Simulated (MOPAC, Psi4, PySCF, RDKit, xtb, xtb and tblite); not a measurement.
Two geometries of SMILES B[SiH2][SiH2]SC (CH9BSSi2), relaxed at GFN2-xTB with one dihedral held; other torsions can differ between them too.

Structure A

```
14

B      0.4010    -4.2149     1.1834
Si     1.3312    -3.1572     2.5473
Si     1.8417    -0.9500     2.0616
S      0.2769    -0.1913     0.7779
C      0.8431     1.5185     0.5582
H      0.1065    -3.7559     0.1492
H      0.1122    -5.3327     1.3732
H      2.6408    -3.7304     2.9210
H      0.6101    -3.1400     3.8357
H      3.0719    -0.6831     1.3040
H      1.8881     0.0167     3.1650
H      0.1211     2.0127    -0.0833
H      1.8221     1.5189     0.0888
H      0.8856     2.0133     1.5236
```

Structure B

```
14

B      1.0943     1.5104    -0.3194
Si     1.7027    -0.2121     0.3643
Si    -0.0704    -1.7382     0.5254
S     -1.5063    -1.2728    -1.0316
C     -1.7500     0.4804    -0.6748
H      0.7236     2.3579     0.4031
H      1.2026     1.7925    -1.4531
H      2.2617    -0.2151     1.7300
H      2.7386    -0.9031    -0.4267
H     -0.8594    -1.6485     1.7595
H      0.1350    -3.1563     0.2636
H     -2.4009     0.8867    -1.4427
H     -0.7819     1.0037    -0.6993
H     -2.2055     0.6046     0.3042
```

**Question.** Which is lower in energy at the level wB97X-D/def2-TZVP // GFN2-xTB (Psi4), and by how much?

**Answer.** B is lower, by 1.11 kcal/mol (dihedral H6–B1–Si2–Si3: 0° in A, 90° in B).

E(B) − E(A) in kcal/mol at the other levels, on the same two geometries: GFN2-xTB (xtb and tblite) -3.11; UFF // GFN2-xTB (RDKit) 64.78; PM3, restricted, heats of formation // GFN2-xTB (MOPAC) -5.46; PM6, restricted, heats of formation // GFN2-xTB (MOPAC) 2.06; GFN1-xTB // GFN2-xTB (xtb) -2.05; restricted B3LYP/6-31G*, spherical d, density fitting // GFN2-xTB (PySCF) -0.85; restricted MP2 (frozen core)/6-31G*, spherical d // GFN2-xTB (PySCF) -0.08; restricted B3LYP/6-311+G**, spherical d, density fitting // GFN2-xTB (PySCF) -0.65; restricted LDA (SVWN5)/6-31G*, spherical d, density fitting // GFN2-xTB (PySCF) -7.19.
